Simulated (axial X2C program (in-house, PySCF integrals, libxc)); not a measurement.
# NaCa⁻: cheaper levels and CCSD(T), two-component

Computed with an in-house all-electron X2C program for linear molecules (integrals from PySCF). Two-component (2c) means X2C with spin–orbit coupling and atomic mean-field two-electron Coulomb and Gaunt terms. Basis: Ca dyall-acv3z [12s13p7d5f], Na dyall-av3z [10s9p5d2f] (cores contracted in-house); Gaussian nuclei, density fitting, unrestricted open shells. Masses: Ca 39.963 u, Na 22.990 u.

State: Ω = 0 (closed shell); fragments Ca + Na-.

| level | Re (Å) | ωe (cm⁻¹) | De (eV) |
| --- | --- | --- | --- |
| PBE0 | 3.959 | 89.4 | 0.509 |
| HF | 4.380 | 60.5 | 0.200 |
| MP2 | 4.083 | 84.0 | 0.410 |
| CCSD | 4.064 | 86.1 | 0.414 |
| PW91 | 3.906 | 91.1 | 0.553 |

Correlated methods: 4 electrons correlated (number of frozen shells: Ca 3 s, 2 p; Na 2 s, 1 p), 322 virtual spin orbitals or spinors in MP2, 90 natural virtuals in coupled cluster.

CCSD(T), same Hamiltonian and basis:

Re = 4.027 Å, ωe = 89.8 cm⁻¹, De = 0.49 eV; T1 = 0.041 (Lee–Taylor normalisation).

Q: Give the differences from CCSD(T) in the columns below.

A: 

```
level  ΔRe (Å)  Δωe (cm⁻¹)  ΔDe (eV)
 PBE0   -0.068        -0.4      0.02
   HF    0.353       -29.3     -0.29
  MP2    0.056        -5.8     -0.08
 CCSD    0.037        -3.7     -0.08
 PW91   -0.121         1.3      0.06
```

The state is a single determinant with fixed occupations, the lowest that a limited PBE0 search found. Dissociation energies refer to the lowest single-determinant-based atoms at the same level and basis. CCSD and (T) use frozen natural virtuals with an MP2 correction for the truncation; (T) itself is uncorrected, so its De runs slightly low. PBE0 can misorder states that lie within some tenths of an eV, so this need not be the ground state of the molecule. The nearest other 2c determinant of the search, Ω = 2, lies 0.49 eV up at the distance of the search. The outer-core s and p shells of the metal are frozen in the correlated rows, which leaves out core–valence correlation; for alkali and alkaline-earth bonds that tends to lengthen them. The highest occupied level of some functionals is positive through self-interaction error; at Hartree–Fock it is bound. The T1 diagnostic is large, a sign of multireference character. Hartree–Fock gets electron affinities wrong, so its lowest charge split need not be the true one.
